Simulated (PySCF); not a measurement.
A structure optimised at PBE-D3(BJ)/def2-SVP, used in a PySCF frequency run:

```xyz
10

Ge     0.3127    -0.2515    -0.3882
O      1.7375    -0.2259     0.7268
C     -1.1168     0.9303     0.2204
C     -2.2503     0.4492     0.7652
H     -0.1740    -1.7178    -0.3130
H      0.7760     0.1480    -1.8228
H      2.1716     0.6468     0.7145
H     -0.9941     2.0239     0.1127
H     -2.4183    -0.6348     0.8935
H     -3.0656     1.1102     1.1089
```
Charge 0, spin multiplicity 1.

Q: Write its SMILES and formula.

A: C=[CH][GeH2][OH], C2H6GeO

Q: What are its rotational constants (standard atomic weights)?

A: 10.933, 2.8099, 2.5324 GHz
